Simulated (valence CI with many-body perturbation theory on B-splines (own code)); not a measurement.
Xe XL: electric-dipole lines

Level of theory: relativistic CI+MBPT: five valence electrons over a frozen Dirac-Fock core [Ne], a basis of 9 s, 9 p, 8 d, 6 f, 3 g, 1 h functions for each j, with the one-electron correlation potential Σ1 (screened to all orders), the two-electron term Σ2, the three-electron term Σ3, Breit, model QED; selected single and double excitations, second order for the rest (own B-spline code, finite nucleus).

No measured spectrum was set against this ion. As an estimate, large intervals hold to a few tenths of a per cent, small ones and those within an open d or f shell to about a per cent. Among the levels kept, up to 530 cm⁻¹ of a level comes from second order outside the variational space, and about a tenth of that is noise between levels of different J, which matters for small intervals.

Lines 201 to 223 of 223 in falling wavelength, among levels below 368.74 eV, chosen from the strongest by gf and those to the six lowest levels. Wavelengths and rates use the calculated energies. Electric multipoles are in the length gauge, E1 and E2 with the static RPA response of the core. Weak lines are less certain than strong ones. Lines between different terms over intervals too small for the method are left out, as are lines whose strength nearly cancels. The highest levels of a list are the least certain.

Levels are named by their leading jj configuration (3d3/2^4 stands for four electrons in 3d with j = 3/2), which in mixed levels can hold well under half, so a name can repeat and another be missing. Letters in brackets count levels of one name in rising energy.

| λ vac (nm) | Upper | Lower | A (s⁻¹) | S (a.u.) with core polarisation | S without |
| --- | --- | --- | --- | --- | --- |
| 4.687 | (3s^2 3p1/2 3p3/2 3d5/2) J=3/2 [b] | (3s^2 3p1/2^2 3p3/2) J=3/2 | 1.15e+10 | 2.33e-03 | 2.38e-03 |
| 4.665 | (3s^2 3p3/2^2 3d5/2) J=5/2 [a] | (3s^2 3p1/2 3p3/2^2) J=5/2 | 8.06e+08 | 2.42e-04 | 2.47e-04 |
| 4.649 | (3s^2 3p3/2^2 3d5/2) J=3/2 | (3s^2 3p1/2 3p3/2^2) J=1/2 | 1.94e+10 | 3.85e-03 | 3.92e-03 |
| 4.644 | (3s^2 3p1/2 3p3/2 3d5/2) J=5/2 [b] | (3s^2 3p1/2^2 3p3/2) J=3/2 | 8.24e+10 | 2.44e-02 | 2.49e-02 |
| 4.635 | (3s^2 3p3/2^2 3d3/2) J=3/2 [b] | (3s^2 3p1/2 3p3/2^2) J=3/2 | 4.41e+09 | 8.68e-04 | 8.84e-04 |
| 4.624 | (3s^2 3p1/2 3p3/2 3d5/2) J=1/2 | (3s^2 3p1/2^2 3p3/2) J=3/2 | 6.46e+10 | 6.31e-03 | 6.43e-03 |
| 4.526 | (3s^2 3p3/2^2 3d5/2) J=5/2 [a] | (3s^2 3p1/2 3p3/2^2) J=3/2 | 4.55e+06 | 1.25e-06 | 1.26e-06 |
| 4.522 | (3s^2 3p1/2 3p3/2 3d5/2) J=3/2 [c] | (3s^2 3p1/2^2 3p3/2) J=3/2 | 2.03e+10 | 3.70e-03 | 3.77e-03 |
| 4.480 | (3s^2 3p3/2^2 3d5/2) J=3/2 | (3s^2 3p1/2 3p3/2^2) J=5/2 | 9.50e+09 | 1.69e-03 | 1.72e-03 |
| 4.461 | (3s 3p1/2 3p3/2^3) J=5/2 | (3s^2 3p1/2^2 3p3/2) J=3/2 | 7.26e+07 | 1.91e-05 | 1.95e-05 |
| 4.419 | (3s^2 3p3/2^2 3d5/2) J=5/2 [b] | (3s^2 3p1/2 3p3/2^2) J=5/2 | 1.91e+09 | 4.87e-04 | 4.95e-04 |
| 4.352 | (3s^2 3p3/2^2 3d5/2) J=3/2 | (3s^2 3p1/2 3p3/2^2) J=3/2 | 5.50e+06 | 8.95e-07 | 9.24e-07 |
| 4.294 | (3s^2 3p3/2^2 3d5/2) J=5/2 [b] | (3s^2 3p1/2 3p3/2^2) J=3/2 | 5.30e+09 | 1.24e-03 | 1.27e-03 |
| 4.273 | (3s 3p1/2 3p3/2^3) J=3/2 | (3s^2 3p1/2^2 3p3/2) J=3/2 | 5.36e+06 | 8.25e-07 | 8.30e-07 |
| 4.241 | (3s 3p1/2 3p3/2^3) J=1/2 | (3s^2 3p1/2^2 3p3/2) J=3/2 | 1.93e+09 | 1.45e-04 | 1.48e-04 |
| 3.832 | (3s^2 3p3/2^2 3d5/2) J=1/2 | (3s^2 3p1/2^2 3p3/2) J=3/2 | 1.09e+08 | 6.04e-06 | 6.16e-06 |
| 3.828 | (3s^2 3p3/2^2 3d3/2) J=5/2 | (3s^2 3p1/2^2 3p3/2) J=3/2 | 1.41e+07 | 2.34e-06 | 2.40e-06 |
| 3.817 | (3s^2 3p3/2^2 3d3/2) J=3/2 [a] | (3s^2 3p1/2^2 3p3/2) J=3/2 | 4.89e+07 | 5.37e-06 | 5.48e-06 |
| 3.802 | (3s^2 3p3/2^2 3d3/2) J=1/2 | (3s^2 3p1/2^2 3p3/2) J=3/2 | 1.10e+09 | 5.99e-05 | 6.12e-05 |
| 3.662 | (3s^2 3p3/2^2 3d3/2) J=3/2 [b] | (3s^2 3p1/2^2 3p3/2) J=3/2 | 7.97e+08 | 7.73e-05 | 7.89e-05 |
| 3.593 | (3s^2 3p3/2^2 3d5/2) J=5/2 [a] | (3s^2 3p1/2^2 3p3/2) J=3/2 | 8.18e+08 | 1.12e-04 | 1.15e-04 |
| 3.483 | (3s^2 3p3/2^2 3d5/2) J=3/2 | (3s^2 3p1/2^2 3p3/2) J=3/2 | 1.09e+09 | 9.06e-05 | 9.25e-05 |
| 3.445 | (3s^2 3p3/2^2 3d5/2) J=5/2 [b] | (3s^2 3p1/2^2 3p3/2) J=3/2 | 6.54e+08 | 7.92e-05 | 8.08e-05 |
